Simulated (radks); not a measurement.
The numbers below are computed, except where a source is named.
Task: The mean radii <r> (bohr) of the occupied orbitals of an atom or ion are listed with their occupations. Code: a radial shooting solver on a logarithmic mesh with Libxc functionals. Model: scalar-relativistic Kohn-Sham, SCAN, spin-polarised, spherical densities, finite nucleus; meta-GGA in the generalised Kohn-Sham scheme; Fermi nuclear charge, rms radius of each element as measured or else 0.836 A^(1/3) + 0.57 fm.

orbital  occ.      <r>
1s up       1  0.02147
1s down     1  0.02146
2s up       1  0.08885
2s down     1  0.08903
2p up       3  0.07800
2p down     1  0.07821

Name the element and its charge. Open shells, if any, are filled with parallel spins first.

Result: Z = 65, terbium, charge +57: Tb57+ in [He] 2s2 2p4. The 1s radius gives Z: for a bare nucleus <r> = (2 gamma + 1)/(2Z) with gamma = sqrt(1 - (Z/c)^2), 0.02124 bohr for Z = 65, and screening makes it slightly larger (0.02147 here). The occupations add up to 8, and the charge is Z minus that.
